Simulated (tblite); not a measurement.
Species: C5H7ClN2Si.
Numbering: `[CH2:1]=[CH:2][c:3]1[cH:4][c:5]([Cl:6])[n:7]([SiH3:8])[n:9]1` (hydrogens: H10, H11 on C1; H12 on C2; H13 on C4; H14, H15, H16 on Si8)

Computed geometry: GFN2-xTB, gas phase.

Question: List the bond lengths, angles and torsions at this level.

Answer: 
| bond | length (pm) |
| --- | --- |
| C1=C2 | 132.7 |
| C2–C3 | 144.6 |
| C3–C4 | 142.0 |
| C4–C5 | 136.7 |
| C5–Cl6 | 170.1 |
| C5–N7 | 135.5 |
| N7–Si8 | 176.2 |
| N7–N9 | 133.9 |
| C3–N9 | 132.4 |
| C1–H10 | 107.6 |
| C1–H11 | 107.7 |
| C2–H12 | 108.1 |
| C4–H13 | 106.9 |
| Si8–H14 | 145.3 |
| Si8–H15, Si8–H16 | 146.2 |

Bonds in one row agree within 1 pm and their mean is given. A selection of angles:
| angle | degrees |
| --- | --- |
| C1–C2–C3 | 124.8 |
| C2–C3–C4 | 129.2 |
| C2–C3–N9 | 120.5 |
| C4–C3–N9 | 110.2 |
| C3–C4–C5 | 103.6 |
| C4–C5–Cl6 | 131.4 |
| C4–C5–N7 | 109.2 |
| Cl6–C5–N7 | 119.4 |
| C5–N7–Si8 | 128.6 |
| C5–N7–N9 | 109.5 |
| Si8–N7–N9 | 121.9 |
| C3–N9–N7 | 107.5 |

Dihedral angles: C1–C2–C3–C4 1° (synperiplanar).

Of the pairs four or more bonds apart, C4···H11 is among the closest relative to their van der Waals radii: 2.85 Å, 98 % of the sum of Bondi's values. The C–N distances run from 1.324 Å (C3–N9, aromatic) to 1.355 Å (C5–N7, aromatic), a spread of 0.031 Å. The 5-membered ring C3–C4–C5–N7–N9 has internal angles of 103.6° to 110.2°; it is planar, 0.00 Å rms from its mean plane, widest ring torsion 0°. The 9 heavy atoms lie in one plane (0.008 Å rms). N7 (pyrrole-type nitrogen) is planar (angles 128.6°, 121.9° and 109.5°, sum 360.0°, 0.00 Å off the plane of its three neighbours). The C–C distances run from 1.327 Å (C1=C2, drawn double) to 1.446 Å (C2–C3, drawn single), a spread of 0.119 Å. N9 (pyridine-type nitrogen) is bent (angle 107.5°).

Its GFN2-xTB frequencies are all real (lowest 66 cm⁻¹). The numbers are those of one conformer.
